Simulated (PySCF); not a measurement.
Gas-phase reaction: 3 SiF₄ + O₃ + Si₃O₃ → 6 SiOF₂

Energies from PySCF, thermal terms from the rigid-rotor harmonic-oscillator model, ideal gas at 1 bar. † marks an energy on the PBE0/def2-TZVP geometry and frequencies; other levels use their own. CCSD(T) freezes the core. 6-31G* has spherical d functions here. All species are closed-shell singlets. B3LYP is the form with VWN-RPA correlation. Si₃O₃, SiOF₂: computed as isolated molecules; such fragments, hydroxides, amides, oligomers or adducts are transient or little studied in the gas. CCSD(T) isn't extrapolated to the basis-set limit; its ΔH°(298 K) is 150.5 kJ in def2-SVP and 49.4 kJ in def2-TZVPP. The harmonic model lacks anharmonicity and excited electronic states, which grow with temperature; levels with a mode under 35 cm⁻¹ are left out. Strong static correlation: O₃. Soft modes under 120 cm⁻¹ make the harmonic entropy rough for Si₃O₃. Warning, large T1 diagnostic: O₃ (CCSD(T)/def2-SVP†).

| level | ΔE electronic, kJ | ΔH°(298 K), kJ | ΔS°(298 K), J/K | ΔG°(1000 K), kJ |
|---|---|---|---|---|
| B3LYP/6-31G* | 119 | 117 | 246 | -121 |
| B3LYP/def2-TZVP† | 10 | 7 | 244 | -229 |
| BLYP/def2-TZVP† | -22 | -24 | 244 | -260 |
| CCSD(T)/def2-SVP† | 153 | 151 | 244 | -86 |
| PBE/def2-TZVP† | 28 | 25 | 244 | -211 |
| PBE0/def2-SVP† | 160 | 158 | 244 | -78 |
| PBE0/def2-TZVP | 52 | 49 | 244 | -187 |
| ωB97X-V/def2-TZVP† | 52 | 49 | 244 | -187 |
ΔH° is lowest at BLYP/def2-TZVP† and highest at PBE0/def2-SVP†. No reference value is set beside these.
